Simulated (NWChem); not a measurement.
Basis-set convergence for H3BO

```xyz
5

B      0.6630    -0.2523     0.0000
H      1.6125     0.4955     0.0000
H      0.7868    -1.4605     0.0000
O     -0.5548     0.3184     0.0000
H     -1.2753    -0.3205     0.0000
```
Charge 0, spin multiplicity 1.

Everything below was run with NWChem. The geometry was optimised at PBE0/def2-SVP, a minimum by its harmonic frequencies. It is one conformer; others weren't searched.

Quantity: dipole moment at the level B3LYP.

B3LYP has NWChem's definition, with VWN1-RPA local correlation. The Pople sets run with spherical d functions. The structure started from a generated list of species.

| basis | functions | dipole moment (D) |
|---|---|---|
| 3-21G | 24 | 2.00 |
| def2-SVP | 43 | 1.74 |
| cc-pVDZ | 43 | 1.67 |
| 6-311G** | 54 | 1.68 |
| def2-SVPD | 67 | 1.58 |
| aug-pcseg-1 | 73 | 1.55 |
| def2-TZVP | 80 | 1.63 |
| cc-pVTZ | 102 | 1.60 |
| def2-TZVPP | 104 | 1.59 |
| def2-TZVPD | 104 | 1.55 |

Smallest basis within 0.1 D of def2-TZVPD, the largest set run: def2-SVPD, with 67 functions against 104 (also within reach: aug-pcseg-1, def2-TZVP, cc-pVTZ, def2-TZVPP). def2-TZVPD isn't the basis-set limit itself, and a small set can land close by cancellation.
